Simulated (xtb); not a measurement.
H4Si2, SMILES [SiH][SiH3] (connectivity only; charge and spin as stated), neutral, multiplicity 1. All values are semi-empirical tight-binding results from xtb (GFN2-xTB unless named), good for trends rather than for accurate numbers. The structure is a stationary point at GFN2-xTB. The isomer is the one that the SMILES or the coordinates give; other isomers of the formula were not compared.

Optimised geometry:

```xyz
6

Si    -0.9698    -0.3325     0.0349
Si     1.1637     0.4689    -0.0243
H     -1.6521     0.3081    -1.1068
H     -1.5925     0.2372     1.2452
H     -1.4770    -1.7158     0.0086
H      2.0074    -0.7397    -0.2947
```

```
Item                                             Result
----------------------------------------  -------------
orbital gap                                     1.74 eV
dipole moment                                    1.22 D
zero-point energy                         18.4 kcal/mol
G − E(el) at 298.15 K (modified RRHO)      1.9 kcal/mol
static polarisability (D4 model)             66.0 bohr³
solvation energy, GFN2-xTB/ALPB(water)    -0.2 kcal/mol
solvation energy, GFN2-xTB/ALPB(acetone)  -1.4 kcal/mol
```

Computed atomic charges and the Wiberg bond orders between heavy atoms:
charges (e) Si1 0.33, Si2 0.27, H3 -0.18, H4 -0.18, H5 -0.11, H6 -0.13. Bond orders Si1–Si2 1.17.
